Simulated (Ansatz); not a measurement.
Basis-set extrapolation for ClH4SSi2, SMILES `[SiH2]S[SiH2]Cl` radical (PBE0-D4/def2-TZVP geometry, frozen core, Ansatz). Multiplicity 2, UHF reference.

```
                       def2-TZVPP    def2-QZVPP
                 HF  -1437.340137  -1437.382022
    MP2 correlation     -0.589838     -0.643700
CCSD(T) correlation     -0.679797       not run
```

Energies in hartree. Use E(X) = E(∞) + A·exp(−7.88·√X) for Hartree–Fock and E(X) = E(∞) + B·X^(−2.97) for correlation, with X = 3 and 4, and add CCSD(T) minus MP2 of the smaller set to the MP2 limit.

Task: What is the CCSD(T) energy at the basis-set limit?

Result: HF limit: -1437.382022 + (-0.041885) × 0.13774 = -1437.38779. MP2 limit: -0.643700 + (-0.053862) × 0.74074 = -0.68360. Higher-order term: -0.679797 − (-0.589838) = -0.08996. Total: -1438.16135 hartree, 3.85 eV below CCSD(T)/def2-TZVPP.
